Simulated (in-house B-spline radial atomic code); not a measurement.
Configurations of Zn V (Zn4+), with energies counted from [Ar] 3d8. Computed with a radial B-spline atomic code at the basis-set limit: Dirac-Hartree-Fock, average of configuration, Fermi nucleus of rms radius 3.9283 fm. Energies include first-order Breit, QED and recoil terms.

Occupations are held fixed; configurations that lie above the ionisation limit could autoionise.

| configuration | E - E(ref) (eV) | highest orbital | its <r> (bohr) |
| --- | --- | --- | --- |
| [Ar] 3d7 5s1 | 55.067 | 5s1/2 | 3.657 |
| [Ar] 3d7 4f1 | 61.806 | 4f5/2 | 3.508 |
| [Ar] 3d7 5g1 | 69.703 | 5g9/2 | 5.496 |
| [Ar] 3d7 7p1 | 73.048 | 7p3/2 | 9.795 |
| [Ar] 3d7 7g1 | 76.368 | 7g9/2 | 12.69 |
| [Ne] 3s2 3p5 3d9 | 83.594 | 3d5/2 | 0.7679 |
| [Ne] 3s2 3p5 3d8 4s1 | 109.4 | 4s1/2 | 1.841 |
| [Ne] 3s2 3p5 3d8 5s1 | 138.4 | 5s1/2 | 3.655 |
| [Ne] 3s2 3p5 3d8 5f1 | 152.86 | 5f5/2 | 6.15 |
| [Ne] 3s2 3p5 3d8 6f1 | 157.08 | 6f5/2 | 9.409 |

Question: Order these further configurations by energy, lowest first.
A. [Ar] 3d7 6g1
B. [Ne] 3s2 3p5 3d8 7g1
C. [Ne] 3s2 3p5 3d8 7s1
D. [Ar] 3d7 7f1
E. [Ar] 3d7 7s1

Answer: E (72.008 eV), A (73.86 eV), D (76.284 eV), C (155.35 eV), B (159.72 eV).

Question: How far above the reference does [Ne] 3s2 3p5 3d8 6s1 lie?

Answer: 149.71 eV; its least bound orbital is 6s1/2 with <r> = 6.054 bohr.

Question: How far above the reference does [Ar] 3d7 5p1 lie?

Answer: 58.956 eV; its least bound orbital is 5p3/2 with <r> = 4.062 bohr.

Question: How far above the reference does [Ar] 3d7 6p1 lie?

Answer: 68.238 eV; its least bound orbital is 6p3/2 with <r> = 6.63 bohr.
